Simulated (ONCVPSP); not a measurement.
**Mg (Z = 12) ONCV: all-electron and pseudo phase curves**

ONCVPSP 4.0.1 input, shortened (lines: element, Z, core and valence counts, functional; n l f; lmax; l rc ep ncon nbas qcut; lloc lpopt rc5 dvloc0; l nproj debl; icmod fcfact rcfact), PBE, scalar-relativistic:

```
  Mg 12.00    1    3        4      upf
    1    0    2.00
    2    0    2.00
    2    1    6.00
    3    0    2.00
    2
    0    1.10    0.00    5    9   13.60
    1    1.30    0.00    4    8   12.60
    2    1.10    0.21    5    9    9.50
    2    5    1.10    0.00
    0    2    1.30
    1    2    0.60
    2    0    1.30
    0    0.00    0.00
```

In the p channel the program set the typed energies aside and used -1.713, 0.250 Ha.

The phase is arctan(r·R′/R) of the radial function R(r), unwrapped; energies in Ha, scanned from -4 to 5 Ha. A pole is an energy at which the radial function vanishes at the test radius. The pseudo phase is shifted by a multiple of π to meet the all-electron one at the reference energy, and phase errors are pseudo minus all-electron; the curves can meet again beyond the range given. Levels narrower than the energy grid can be missing from the lists of poles.

**Question.** For each channel, where are the poles, and over which energies does the pseudopotential scatter like the atom?

**Answer.**

```tsv
channel	radius (bohr)	reference energy (Ha)	poles, all-electron	poles, pseudo	unbroken range about the reference energy with phases within 0.05 rad	phase error 1 Ha above the reference energy (rad)
s	1.11	-0.17	-1.90	-1.90	the whole range	+0.000
p	1.32	-1.71	-1.29	-1.29	the whole range	+0.000
d	1.11	0.21	none	none	the whole range	+0.001
```

Phases in the d channel:

```json
{"E (Ha)": "-3.98", "all-electron": "1.189", "pseudo": "1.189"}
{"E (Ha)": "-3.74", "all-electron": "1.177", "pseudo": "1.178"}
{"E (Ha)": "-3.50", "all-electron": "1.165", "pseudo": "1.165"}
{"E (Ha)": "-3.26", "all-electron": "1.151", "pseudo": "1.151"}
{"E (Ha)": "-3.02", "all-electron": "1.136", "pseudo": "1.137"}
{"E (Ha)": "-2.78", "all-electron": "1.120", "pseudo": "1.120"}
{"E (Ha)": "-2.54", "all-electron": "1.102", "pseudo": "1.102"}
{"E (Ha)": "-2.30", "all-electron": "1.082", "pseudo": "1.083"}
{"E (Ha)": "-2.06", "all-electron": "1.060", "pseudo": "1.061"}
{"E (Ha)": "-1.82", "all-electron": "1.036", "pseudo": "1.036"}
{"E (Ha)": "-1.58", "all-electron": "1.009", "pseudo": "1.009"}
{"E (Ha)": "-1.34", "all-electron": "0.978", "pseudo": "0.978"}
{"E (Ha)": "-1.10", "all-electron": "0.943", "pseudo": "0.943"}
{"E (Ha)": "-0.86", "all-electron": "0.903", "pseudo": "0.904"}
{"E (Ha)": "-0.62", "all-electron": "0.858", "pseudo": "0.858"}
{"E (Ha)": "-0.38", "all-electron": "0.805", "pseudo": "0.805"}
{"E (Ha)": "-0.14", "all-electron": "0.743", "pseudo": "0.743"}
{"E (Ha)": "0.10", "all-electron": "0.671", "pseudo": "0.671"}
{"E (Ha)": "0.34", "all-electron": "0.587", "pseudo": "0.587"}
{"E (Ha)": "0.58", "all-electron": "0.487", "pseudo": "0.487"}
{"E (Ha)": "0.82", "all-electron": "0.371", "pseudo": "0.372"}
{"E (Ha)": "1.06", "all-electron": "0.238", "pseudo": "0.239"}
{"E (Ha)": "1.30", "all-electron": "0.089", "pseudo": "0.090"}
{"E (Ha)": "1.54", "all-electron": "-0.071", "pseudo": "-0.070"}
{"E (Ha)": "1.78", "all-electron": "-0.236", "pseudo": "-0.234"}
{"E (Ha)": "2.02", "all-electron": "-0.397", "pseudo": "-0.395"}
{"E (Ha)": "2.26", "all-electron": "-0.547", "pseudo": "-0.544"}
{"E (Ha)": "2.50", "all-electron": "-0.681", "pseudo": "-0.677"}
{"E (Ha)": "2.74", "all-electron": "-0.797", "pseudo": "-0.793"}
{"E (Ha)": "2.98", "all-electron": "-0.898", "pseudo": "-0.893"}
{"E (Ha)": "3.22", "all-electron": "-0.983", "pseudo": "-0.979"}
{"E (Ha)": "3.46", "all-electron": "-1.056", "pseudo": "-1.052"}
{"E (Ha)": "3.70", "all-electron": "-1.119", "pseudo": "-1.114"}
{"E (Ha)": "3.94", "all-electron": "-1.173", "pseudo": "-1.168"}
{"E (Ha)": "4.18", "all-electron": "-1.220", "pseudo": "-1.215"}
{"E (Ha)": "4.42", "all-electron": "-1.261", "pseudo": "-1.256"}
{"E (Ha)": "4.66", "all-electron": "-1.298", "pseudo": "-1.292"}
{"E (Ha)": "4.90", "all-electron": "-1.330", "pseudo": "-1.324"}
```
